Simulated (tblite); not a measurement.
Species: C₅H₉N₂P.
Numbering: `[CH3:1][c:2]1[n:3][n:4]([CH3:5])[c:6]([CH3:7])[p:8]1` (hydrogens: H9, H10, H11 on C1; H12, H13, H14 on C5; H15, H16, H17 on C7)

Computed with GFN2-xTB (tblite), gas phase: L-BFGS steps from a force-field or distance-geometry start until the largest atomic force falls under 0.01 eV/Å.

Geometry at step 2:
```
atom  x, y, z in Å
C1      3.0816   -0.4823    0.3117
C2      1.5940   -0.4026    0.2472
N3      0.9731    0.7510    0.2230
N4     -0.3416    0.5983    0.1666
C5     -1.1881    1.7840    0.1371
C6     -0.7683   -0.6949    0.1553
C7     -2.2333   -1.0399    0.1031
P8      0.5332   -1.8124    0.2145
H9      3.3973   -1.0173    1.2099
H10     3.5273    0.5077    0.3307
H11     3.4640   -1.0211   -0.5580
H12    -1.7825    1.7854   -0.7813
H13    -1.8526    1.7935    1.0090
H14    -0.5660    2.6857    0.1541
H15    -2.3725   -2.1247    0.0979
H16    -2.7713   -0.6492    0.9680
H17    -2.7014   -0.6494   -0.8055
```

**Question.** What forces act on the atoms?

**Answer.** 
```tsv
atom	Fx (eV/Å)	Fy (eV/Å)	Fz (eV/Å)
C1	0.108	-0.010	-0.015
C2	0.036	0.284	0.066
N3	0.202	0.036	-0.027
N4	-0.242	-0.096	0.047
C5	0.185	-0.375	0.006
C6	-0.887	0.482	-0.006
C7	0.184	-0.014	-0.097
P8	0.164	-0.343	-0.015
H9	-0.063	-0.016	-0.083
H10	-0.092	0.100	-0.022
H11	-0.028	0.006	0.086
H12	-0.015	0.000	0.120
H13	0.072	-0.023	-0.170
H14	0.023	-0.387	0.019
H15	0.206	0.175	0.008
H16	0.066	0.112	-0.031
H17	0.080	0.070	0.116
```

The largest, 1.01 eV/Å, acts on C6; the rms over all components is 0.195 eV/Å. The forces sum to zero within rounding, as they must for an isolated molecule in no field.

**Question.** Give the force on C6 in Eh/bohr and in nN.

**Answer.** 1.010 eV/Å ÷ 51.422 = 0.01963 Eh/bohr, and 1.010 eV/Å × 1.602 = 1.62 nN.

**Question.** How far is this geometry from the end of the optimisation?

**Answer.** 0.049 eV above it, and 0.049 Å rms away after alignment. The bonds farthest from their final lengths, with half the difference of the two atoms' forces along the bond (positive lengthens):

```csv
bond,now (Å),final (Å),force along bond (eV/Å)
N4–C5,1.457,1.436,-0.24
C6–C7,1.506,1.488,-0.46
C6–P8,1.716,1.733,+0.67
N4–C6,1.362,1.348,-0.17
C5–H14,1.096,1.088,-0.05
C2–P8,1.765,1.772,+0.21
```

The angle farthest from its final value is N4–C5–H14, 109.8° against 107.3°.

Of the 4 listed bonds off by 0.010 Å or more, this force points towards the final length in 4.

The cost below is that of the whole relaxation. On an Arm Neoverse V2 with one thread, no GPU, shared host, this took 0.14 s.
